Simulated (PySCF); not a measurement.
# Electronic structure of Zr⁺ (zirconium, charge +1) at the UHF level

Configuration: [Kr] 4d2 5s1, high-spin 4F determinant. All numbers are calculated (PySCF 2.14, scalar relativity by spin-free X2C-1e, in x2c-SVPall (6s5p5d1f, 53 functions)).

```json
{
  "Total energy": "-3595.667447 hartree",
  "One-electron energy": "-4954.6263 hartree",
  "Hartree (Coulomb) energy": "1471.8504 hartree",
  "Exchange energy": "-112.8915 hartree",
  "⟨S²⟩": "3.7544",
  "⟨L²⟩": "12.041",
  "Sum of ⟨r⟩": "27.89 bohr",
  "Sum of ⟨r²⟩": "45.87 bohr²",
  "Langevin diamagnetic susceptibility": "-36.3 ×10⁻⁶ cm³/mol",
  "Time after the integrals": "0.2 s of wall time on 1 thread of Neoverse-V2 (shared host)"
}
```

| shell | electrons | mean orbital energy (hartree) | spread (hartree) | rms radius, mean of both spins (bohr) |
| --- | --- | --- | --- | --- |
| 1s α | 1 | -665.31032 | 0 | 0.0426 |
| 1s β | 1 | -665.30926 | 0 | 0.0426 |
| 2s α | 1 | -95.04185 | 0 | 0.176 |
| 2s β | 1 | -95.02975 | 0 | 0.176 |
| 2p α | 3 | -84.60927 | 0 | 0.157 |
| 2p β | 3 | -84.59907 | 0 | 0.157 |
| 3s α | 1 | -16.93792 | 0 | 0.487 |
| 3s β | 1 | -16.92818 | 0 | 0.487 |
| 3p α | 3 | -13.42436 | 0 | 0.497 |
| 3p β | 3 | -13.41623 | 0 | 0.497 |
| 3d α | 5 | -7.65547 | 0.02504 | 0.495 |
| 3d β | 5 | -7.63840 | 0.00553 | 0.495 |
| 4s α | 1 | -2.79187 | 0 | 1.30 |
| 4s β | 1 | -2.70752 | 0 | 1.30 |
| 4p α | 3 | -1.79456 | 0 | 1.47 |
| 4p β | 3 | -1.68580 | 0 | 1.47 |
| 4d α | 2 | -0.56932 | 0 | 2.29 |
| 5s α | 1 | -0.45604 | 0 | 3.79 |

Densities and radii are taken from the X2C orbitals without a picture-change correction, which distorts them close to the nucleus.
